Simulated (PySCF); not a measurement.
C4H4.

```xyz
8

C      0.0000     0.6680     0.7839
C      0.0000     0.6680    -0.7839
C      0.0000    -0.6680     0.7839
C      0.0000    -0.6680    -0.7839
H      0.0000     1.4411     1.5536
H      0.0000     1.4411    -1.5536
H      0.0000    -1.4411     1.5536
H      0.0000    -1.4411    -1.5536
```
Charge 0, spin multiplicity 1.

The structure is a stationary point at PBE0-D3(BJ)/def2-SVP.

All values below come from B3LYP/pcSseg-1 (PySCF). Non-relativistic, no solvent.

Problem. Give the absolute GIAO shielding of each atom: isotropic value and principal components (ppm). (The exact figures need the calculation; the answer reports its results.)

Solution. 
```json
[
 {"atom": "C1", "σ(iso)": "31.3", "σ11": "-100.6", "σ22": "86.9", "σ33": "107.7", "span": "208.3"},
 {"atom": "C2", "σ(iso)": "31.3", "σ11": "-100.6", "σ22": "86.9", "σ33": "107.7", "span": "208.3"},
 {"atom": "C3", "σ(iso)": "31.3", "σ11": "-100.6", "σ22": "86.9", "σ33": "107.7", "span": "208.3"},
 {"atom": "C4", "σ(iso)": "31.3", "σ11": "-100.6", "σ22": "86.9", "σ33": "107.7", "span": "208.3"},
 {"atom": "H5", "σ(iso)": "25.7", "σ11": "21.4", "σ22": "27.8", "σ33": "28.1", "span": "6.7"},
 {"atom": "H6", "σ(iso)": "25.7", "σ11": "21.4", "σ22": "27.8", "σ33": "28.1", "span": "6.7"},
 {"atom": "H7", "σ(iso)": "25.7", "σ11": "21.4", "σ22": "27.8", "σ33": "28.1", "span": "6.7"},
 {"atom": "H8", "σ(iso)": "25.7", "σ11": "21.4", "σ22": "27.8", "σ33": "28.1", "span": "6.7"}
]
```
